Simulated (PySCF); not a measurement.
CH₃N₂S, SMILES [NH]C(N)=S (connectivity only; charge and spin as stated), charge -1, multiplicity 1. Atoms are numbered in the order given.

```xyz
7

N      0.9183    -1.0352     0.8974
C      0.0234    -0.3258     0.2828
N     -1.3185    -0.6789     0.5158
S      0.2622     1.0407    -0.8046
H      1.8381    -0.6608     0.6759
H     -1.4252    -1.6367     0.8337
H     -1.9466    -0.4002    -0.2256
```
Charge -1, spin multiplicity 1.

Geometry optimised at B3LYP-D3(BJ)/def2-SVPD. The spin state was assumed, not searched. The isomer is the one that the SMILES or the coordinates give; other isomers of the formula were not compared. The values are those of a single conformer.

Computed with B3LYP-D3(BJ)/def2-SVPD (PySCF 2.14.0).

Frequencies are harmonic and unscaled.

```
mode  ν (cm⁻¹)  IR (km/mol)  moving atoms (share of kinetic energy)
----  --------  -----------  --------------------------------------
1          376          8.8           H 44 %, N 31 %, S 16 %, C 9 %
2          423         19.6                          H 60 %, N 26 %
3          478          7.1                  N 43 %, S 33 %, H 23 %
4          518        180.7                  H 70 %, C 17 %, N 11 %
5          675         60.6                  C 60 %, N 25 %, H 13 %
6          696         45.2          N 34 %, C 27 %, S 20 %, H 18 %
7          800         38.0                           H 90 %, N 9 %
8         1056         80.9                  H 40 %, N 34 %, C 26 %
9         1140         72.3                          H 73 %, N 25 %
10        1328        183.1                  H 52 %, C 34 %, N 13 %
11        1556        144.4                  H 64 %, C 18 %, N 18 %
12        1597        288.7                  C 46 %, N 28 %, H 26 %
13        3531          8.5                                  H 95 %
14        3534          2.4                                  H 94 %
15        3672         10.1                           H 91 %, N 9 %
```
